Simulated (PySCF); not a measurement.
# InO⁺ at PBE0

Level: PBE0. In cc-pVTZ-PP with ECP28, O cc-pVTZ; scalar-relativistic core potentials (PySCF 2.14).

| Property | Result |
| --- | --- |
| state | ³Σ⁻ (triplet), unpaired electrons π ↑↑ |
| bond length | 2.939 Å |
| harmonic wavenumber | 124 cm⁻¹ |
| force constant | 0.127 mdyn/Å |
| rotational constant Be | 0.1390 cm⁻¹ |
| anharmonicity ωexe | 2.38 cm⁻¹ |
| vibration–rotation constant αe | 0.00295 cm⁻¹ |
| well depth De to In⁺ + O | 0.25 eV |
| dissociation energy D0 | 0.24 eV |
| bond order (Mayer) | 0.15 |
| dipole moment (positive dipole points towards O; it is taken about the centre of mass and depends on that origin) | -0.48 D |

The bond is weak. Basis-set superposition, not corrected here, can be much of De in a small basis, most of all at correlated wavefunction levels. Spin–orbit coupling is left out, which matters for elements this heavy, above all for dissociation energies. For an ion De counts to the pair picked by the measured ionisation energies or electron affinities, which need not be the lowest pair at this level. The state was picked by a PBE0 search and need not be the measured ground state.
